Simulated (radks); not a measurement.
Radial electron density D(r) = 4 pi r^2 rho(r) of an atom or ion with 9 electrons. Calculated with a radial shooting solver on a logarithmic mesh with Libxc functionals: non-relativistic Kohn-Sham, LDA (Slater exchange, Perdew-Wang correlation), spin-unpolarised, spherical densities, point nucleus.

```
   r/bohr * D(r) (the largest magnitude, 77.8, reaches the edge; | marks zero)
 0.000891 |*
0.0009887 |*
 0.001106 | *
 0.001227 | *
 0.001373 | *
 0.001523 |  *
 0.001703 |   *
  0.00189 |   *
 0.002114 |    *
 0.002365 |     *
 0.002624 |       *
 0.002935 |        *
 0.003256 |          *
 0.003642 |            *
 0.004042 |              *
 0.004521 |                 *
 0.005016 |                    *
  0.00561 |                       *
 0.006275 |                           *
 0.006963 |                              *
 0.007788 |                                  *
 0.008642 |                                      *
 0.009666 |                                          *
  0.01073 |                                             *
    0.012 |                                                 *
  0.01331 |                                                   *
  0.01489 |                                                     *
  0.01665 |                                                     *
  0.01848 |                                                     *
  0.02067 |                                                    *
  0.02293 |                                                  *
  0.02565 |                                               *
  0.02846 |                                             *
  0.03184 |                                          *
  0.03533 |                                         *
  0.03951 |                                         *
   0.0442 |                                           *
  0.04904 |                                             *
  0.05485 |                                                 *
  0.06086 |                                                    *
  0.06808 |                                                      *
  0.07554 |                                                      *
  0.08449 |                                                   *
  0.09375 |                                              *
   0.1049 |                                       *
   0.1173 |                              *
   0.1301 |                      *
   0.1456 |              *
   0.1615 |        *
   0.1807 |    *
   0.2005 | *
   0.2242 |*
   0.2488 *
   0.2783 *
   0.3113 *
   0.3454 *
   0.3863 *
   0.4286 *
```

What is the nuclear charge?

Answer. Z = 63. The innermost maximum, from 1s, lies near 1/Z = 0.0159 bohr (found: 0.0169), and its height grows with Z. The density is that of the europium ion Eu54+ in [He] 2s2 2p5; the configuration itself is not fixed sharply by these data, and Z only to a few units. D(r) has 2 maxima, at r = 0.0169, 0.0720 bohr, and minima at 0.0374 bohr, inside which lie 2.16 electrons.
